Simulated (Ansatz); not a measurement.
C4H6Si (`C#C/C=C\[SiH3]`) at its PBE0-D4/def2-TZVP geometry, where that method's forces vanish. The species carries charge 0 and has multiplicity 1.

```xyz
11

C     1.2258    0.6723    2.0597
C     0.1993    0.3367    1.5284
C    -1.0079   -0.0592    0.9001
C    -1.1023   -0.3302   -0.4089
Si    0.3382   -0.2259   -1.5940
H     2.1350    0.9691    2.5268
H    -1.8786   -0.1348    1.5485
H    -2.0795   -0.6250   -0.7827
H     0.8985    1.1501   -1.6221
H     1.4137   -1.1730   -1.2004
H    -0.1421   -0.5801   -2.9555
```

(1) What forces (eV/Å) does PBE-D4/def2-TZVPP give on these atoms in Ansatz? (An estimate is asked.)

Answers

(1) Computed: 
```
C1   0.860  0.283  0.453
C2  -0.987 -0.317 -0.473
C3   0.229  0.148  0.494
C4   0.010 -0.092 -0.496
Si5 -0.045 -0.012 -0.013
H6   0.183  0.059  0.090
H7  -0.203 -0.018  0.149
H8  -0.199 -0.065 -0.099
H9   0.069  0.142 -0.004
H10  0.121 -0.094  0.039
H11 -0.038 -0.034 -0.140
```
